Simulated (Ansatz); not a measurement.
C2H7BFN, singlet, at a GFN2-xTB geometry; MP2/def2-TZVPP (Ansatz, an electronic-structure program).

The Ansatz input:
Ansatz 0.2 input:
```yaml
crystal:
  periodic: [false, false, false]
  atoms:
    - {symbol: B, position_ang: [0.35289219, -0.92109293, 0.53448699]}
    - {symbol: H, position_ang: [0.28675516, -1.33363356, 1.62801690]}
    - {symbol: F, position_ang: [0.99046068, -1.66452632, -0.37802504]}
    - {symbol: N, position_ang: [-0.19216122, 0.28829975, 0.14400111]}
    - {symbol: C, position_ang: [-0.11210802, 0.80124372, -1.20736395]}
    - {symbol: C, position_ang: [-0.90147280, 1.17619112, 1.03516186]}
    - {symbol: H, position_ang: [-1.11524947, 0.94686308, -1.61902885]}
    - {symbol: H, position_ang: [0.40915287, 1.76307505, -1.21891173]}
    - {symbol: H, position_ang: [0.42922823, 0.09647472, -1.83211443]}
    - {symbol: H, position_ang: [-0.40242326, 2.14899775, 1.08178065]}
    - {symbol: H, position_ang: [-1.92525051, 1.33362914, 0.68207695]}
    - {symbol: H, position_ang: [-0.93420668, 0.74808810, 2.03317569]}
basis:
  gaussian:
    orbitals: def2-TZVPP
magnetization: {spin_polarized: false}
correlation: {method: mp2}
```

The log (banner, timings and long lists left out):

```
Functional definition: HF
1510 factors; integrals over basis functions are off by at most 1.5e-3 eV
mean field evaluation 1: about -7032.7655 eV, gradient 3.8e1 eV
mean field evaluation 2: about -7032.9655 eV, gradient 3.8e1 eV
mean field evaluation 4: about -7036.3566 eV, gradient 4.3e0 eV
mean field evaluation 8: about -7036.4123 eV, gradient 2.4e-1 eV
mean field evaluation 16: about -7036.4125 eV, gradient 1.4e-6 eV
mean field -7036.41247135 eV, -258.5833888703 hartree, gradient 1.4e-6 eV, S^2 0.000000; 0 other end points of the search recorded, 0 dependent functions left out
5 core orbitals not correlated
reference -7036.41247135 eV, -258.5833888703 hartree; 15, 15 occupied and 233, 233 virtual orbitals, 1510 factors
second order -24.78811649 eV of doubles, -0.00000000 eV of singles
Total energy: -7061.20058784 eV, -259.4943353495 hartree
```
